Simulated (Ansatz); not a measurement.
Basis sets compared for GeH3(NHtBu) (C4H13GeN). Total charge 0; singlet. Geometry r2SCAN-D4/def2-SVP. Ansatz on 4 threads of AMD EPYC on a shared host; times are rough, and most runs start from earlier orbitals.

Cartesian coordinates in Å:
```
Ge -1.2338 2.0880 0.2746
H -1.2899 3.3338 -0.6213
H -2.6522 1.5764 0.5669
H -0.5686 2.4576 1.6235
N -0.3187 0.8382 -0.7223
C 0.2384 -0.4071 -0.1730
C -0.8164 -1.0688 0.7176
C 0.5605 -1.3283 -1.3565
C 1.5174 -0.1482 0.6421
H 0.3430 1.2789 -1.3607
H -0.4553 -2.0400 1.0895
H -1.0470 -0.4460 1.5991
H -1.7501 -1.2318 0.1569
H -0.3490 -1.5265 -1.9438
H 0.9813 -2.2874 -1.0140
H 1.3008 -0.8564 -2.0245
H 1.3099 0.5172 1.4958
H 2.2841 0.3351 0.0137
H 1.9458 -1.0848 1.0366
```

Binding counts from free atoms (Ge triplet, H doublet, N quartet, C triplet) in the same basis, without a counterpoise term.

| level | functions | energy (Eh) | HOMO (eV) | LUMO (eV) | binding per atom (eV) | wall time |
| --- | --- | --- | --- | --- | --- | --- |
| PBE-D4/def2-SVP | 167 | -2290.9808 | -5.03 | 0.11 | 3.85 | 7.5 s |
| PBE0-D4/def2-SVP | 167 | -2291.0800 | -6.43 | 0.96 | 3.81 | 11 s |

(1) Estimate the rows for PBE-D4/def2-TZVP (with forces), PBE0-D4/def2-TZVP.

## Answers

(1) 
```csv
level,functions,energy (Eh),HOMO (eV),LUMO (eV),binding per atom (eV),wall time
PBE-D4/def2-TZVP (with forces),281,-2291.4789,-5.20,-0.26,3.82,18 s
PBE0-D4/def2-TZVP,281,-2291.5710,-6.55,0.55,3.78,26 s
```
